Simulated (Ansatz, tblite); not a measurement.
Removing and adding an electron: Al2B3. Charge 0, multiplicity 2. Geometry: PBE0-D4/def2-SVP. Ansatz, gas phase; energy differences of separate SCF runs; the oxidised species is a singlet (the triplet lies 0.01 eV higher at PBE0-D4/def2-TZVP); the reduced species is a singlet (the triplet lies 0.52 eV higher at PBE0-D4/def2-TZVPD).

```xyz
5

B     1.177    0.492   -1.252
B     0.355   -0.515   -0.419
B     0.281    1.238   -0.228
Al   -1.047    0.654    1.183
Al   -0.766   -1.869    0.716
```

The xTB rows come from tblite. The structure comes from a short search, and lower isomers may exist.

| level | −HOMO (eV) | vertical IE (eV) | −LUMO (eV) | vertical EA (eV) | HOMO–LUMO gap (eV) | IE − EA (eV) | remarks |
| --- | --- | --- | --- | --- | --- | --- | --- |
| GFN1-xTB | – | 10.77 | – | 5.27 | – | 5.50 | – |
| PBE-D4/def2-TZVP | 5.22 | 7.71 | 4.24 | – | 0.98 | – | restricted SCF unstable in HF (+1 singlet) |
| r2SCAN-D4/def2-TZVPD | 5.50 | – | 3.91 | 2.05 | 1.59 | – | spin-contaminated (⟨S²⟩ 0.93) (doublet) |
| PBE0-D4/def2-TZVP | 6.17 | 7.91 | 3.51 | – | 2.66 | – | restricted SCF unstable in HF (+1 singlet), spin-contaminated (⟨S²⟩ 0.87) (doublet) |

(1) Estimate the rows for GFN2-xTB, PBE-D4/def2-TZVPD, PBE0-D4/def2-TZVPD.

Results:

(1) 
| level | −HOMO (eV) | vertical IE (eV) | −LUMO (eV) | vertical EA (eV) | HOMO–LUMO gap (eV) | IE − EA (eV) | remarks |
| --- | --- | --- | --- | --- | --- | --- | --- |
| GFN2-xTB | – | 9.87 | – | 3.41 | – | 6.45 | – |
| PBE-D4/def2-TZVPD | 5.23 | – | 4.25 | 2.13 | 0.98 | – | HOMO above zero (-1 singlet) |
| PBE0-D4/def2-TZVPD | 6.17 | – | 3.51 | 2.13 | 2.66 | – | spin-contaminated (⟨S²⟩ 0.87) (doublet) |

Run but left out: HF/def2-TZVPP, MP2/def2-TZVPP, CCSD/def2-TZVPP, CCSD(T)/def2-TZVPP (doublet: ⟨S²⟩ 1.62, where a pure state has 0.75); r2SCAN-D4/def2-TZVP (charge +1 singlet: restricted singlet with a triplet 0.02 eV lower at the same geometry).   A HOMO above zero means that the electron is unbound at that level or that self-interaction error raises the level; the energy of removing that electron tells which. HOMO and LUMO are the levels of the spin that leaves or enters (xTB has no such levels and no spin-polarisation term). Other spin states of the ions may lie lower, which would lower the ionisation energy or raise the affinity. Raw xTB energy differences between charge states are shifted by several eV; the methods need an empirical correction for them.
